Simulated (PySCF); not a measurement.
acetic acid (C2H4O2), singlet, at a GFN2-xTB geometry; BLYP/STO-3G run with PySCF.

The PySCF input:
```python
from pyscf import gto, scf, dft

mol = gto.Mole()
mol.atom = '''
    C    -0.003156    0.154997    0.002117
    O     0.170393    1.342425    0.016910
    O    -1.227534   -0.392074    0.003551
    H    -1.907442    0.299436    0.017794
    C     1.070407   -0.894122   -0.019796
    H     2.047702   -0.422619   -0.020470
    H     0.963023   -1.534326    0.852362
    H     0.950339   -1.510550   -0.907294
'''
mol.basis = 'sto-3g'
mol.charge = 0
mol.spin = 0
mol.verbose = 4
mol.build()

mf = dft.RKS(mol)
mf.xc = 'blyp'
mf.conv_tol = 1e-6
mf.kernel()
mf.analyze()
```

Problem. What does PySCF print? Leave out banner, timings and long lists.

Solution. 
```
PySCF version 2.14.0

[INPUT] verbose = 4
[INPUT] num. atoms = 8
[INPUT] num. electrons = 32
[INPUT] charge = 0
[INPUT] spin (= nelec alpha-beta = 2S) = 0
[INPUT] symmetry False subgroup None
[INPUT] Mole.unit = angstrom
[INPUT] Symbol           X                Y                Z      unit          X                Y                Z       unit  Magmom
[...]
nuclear repulsion = 121.652876907814
number of shells = 16
number of NR pGTOs = 72
number of NR cGTOs = 24
basis = sto-3g
ecp = {}

******** <class 'pyscf.dft.rks.RKS'> ********
method = RKS
initial guess = minao
damping factor = 0
level_shift factor = 0
DIIS = <class 'pyscf.scf.diis.CDIIS'>
diis_start_cycle = 1
diis_space = 8
diis_damp = 0
SCF conv_tol = 1e-06
SCF conv_tol_grad = None
SCF max_cycles = 50
direct_scf = True
direct_scf_tol = 1e-13
XC library pyscf.dft.libxc version 7.1.2
    S. Lehtola, C. Steigemann, M. J. T. Oliveira, and M. A. L. Marques,  SoftwareX 7, 1–5 (2018)
XC functionals = blyp
    A. D. Becke,  Phys. Rev. A 38, 3098 (1988)
    C. Lee, W. Yang, and R. G. Parr,  Phys. Rev. B 37, 785 (1988)
    B. Miehlich, A. Savin, H. Stoll, and H. Preuss,  Chem. Phys. Lett. 157, 200 (1989)
radial grids:
    Treutler-Ahlrichs [JCP 102, 346 (1995); DOI:10.1063/1.469408] (M4) radial grids

becke partition: Becke, JCP 88, 2547 (1988); DOI:10.1063/1.454033
pruning grids: <function nwchem_prune>
grids dens level: 3
symmetrized grids: False
atomic radii adjust function: <function treutler_atomic_radii_adjust>
small_rho_cutoff = 0
Set gradient conv threshold to 0.001
Initial guess from minao.
tot grids = 95632
init E= -226.514317779676
[...]
cycle= 1 E= -225.698643164289  delta_E= 0.816  |g|= 0.79  |ddm|= 3.63
[...]
cycle= 2 E= -224.939611015913  delta_E= 0.759  |g|= 1.88  |ddm|= 2.96
[...]
cycle= 3 E= -225.744290612403  delta_E= -0.805  |g|= 0.746  |ddm|=  2.5
[...]
cycle= 4 E= -225.895178577499  delta_E= -0.151  |g|= 0.128  |ddm|= 1.01
[...]
cycle= 5 E= -225.900311893356  delta_E= -0.00513  |g|= 0.0295  |ddm|= 0.188
[...]
cycle= 6 E= -225.90055779964  delta_E= -0.000246  |g|= 0.00517  |ddm|= 0.0379
[...]
cycle= 7 E= -225.900564985608  delta_E= -7.19e-06  |g|= 0.0013  |ddm|= 0.00734
[...]
cycle= 8 E= -225.900565611736  delta_E= -6.26e-07  |g|= 0.00019  |ddm|= 0.00206
[...]
Extra cycle  E= -225.900565521437  delta_E= 9.03e-08  |g|= 0.000592  |ddm|= 0.000907
converged SCF energy = -225.900565521437
**** SCF Summaries ****
Total Energy =                        -225.900565521436761
Nuclear Repulsion Energy =             121.652876907814175
One-electron Energy =                 -550.702349982477699
Two-electron Energy =                  203.148907553226792
Two-electron Coulomb Energy =          232.688374714702917
DFT Exchange-Correlation Energy =      -29.539467161476122
HOMO-LUMO gap [eV] =                     5.105518947125277
**** MO energy ****
[...]
 ** Mulliken pop on meta-lowdin orthogonal AOs  **
 ** Mulliken pop  **
[...]
 ** Mulliken atomic charges  **
charge of    0C =      0.13698
charge of    1O =     -0.18029
charge of    2O =     -0.13658
charge of    3H =      0.16462
charge of    4C =     -0.17089
charge of    5H =      0.06245
charge of    6H =      0.06186
charge of    7H =      0.06186
Dipole moment(X, Y, Z, Debye): -0.75349, -0.75784, -0.00481
```
